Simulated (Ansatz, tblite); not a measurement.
Spin states of the cluster GeTe4 (the lowest singlet isomer of a short search), each relaxed with PBE-D4/def2-SVP in Ansatz. Electronic energies in the gas phase.

In the def2 sets Te takes a core potential; there is no spin–orbit coupling. The xTB rows come from tblite. Correlated methods freeze 25 core orbitals; core or outer-core shells of Ge, Te are correlated, in sets that lack core-valence functions. The structure comes from a short search, and lower isomers may exist.

Singlet geometry:

```xyz
5

Ge    1.436   -0.891    0.467
Te   -1.007   -2.044    0.886
Te   -0.705    0.601    1.549
Te   -0.825    1.988   -0.913
Te    1.101    0.346   -1.989
```

Triplet geometry:

Cartesian coordinates in Å:
```
Ge -1.6026 0.1767 -0.6875
Te -0.7612 2.0856 1.0182
Te -0.6563 -0.5391 1.7757
Te 2.1716 -1.4482 -0.0620
Te 0.8485 -0.2750 -2.0444
```

Quintet geometry:

```
atom   x (Å)   y (Å)   z (Å)
 Ge1   0.558   1.127  -1.083
 Te2   0.044  -1.229  -2.137
 Te3   1.773  -0.395   0.905
 Te4  -0.456  -0.459   2.436
 Te5  -1.919   0.957  -0.121
```

⟨S²⟩: triplet 2.01 at PBE0-D4/def2-TZVP (pure 2.00), quintet 6.02 at PBE0-D4/def2-TZVP (pure 6.00).

Only these spin states were relaxed. The triplet has other bonds than the singlet, so the gap mixes isomer and spin. The quintet has other bonds than the singlet, so the gap mixes isomer and spin.

```
              level  triplet − singlet (kJ/mol)  quintet − singlet (kJ/mol)  lowest of these
           GFN1-xTB                       149.9                       305.0          singlet
           GFN2-xTB                       139.3                       332.6          singlet
       HF/def2-TZVP                        31.1                       102.1          singlet
   PBE-D4/def2-TZVP                        48.9                       164.4          singlet
r2SCAN-D4/def2-TZVP                        41.9                       151.0          singlet
  PBE0-D4/def2-TZVP                        52.3                       170.0          singlet
 BHLYP-D4/def2-TZVP                        54.3                       168.2          singlet
      MP2/def2-TZVP                        87.4                       229.1          singlet
```

Change of the quintet − singlet gap on mixing in exact exchange, in kJ/mol: PBE to PBE0 (25 % exact exchange) 5.6.

The xTB methods have no term that favours high spin, so they put low spin too low.
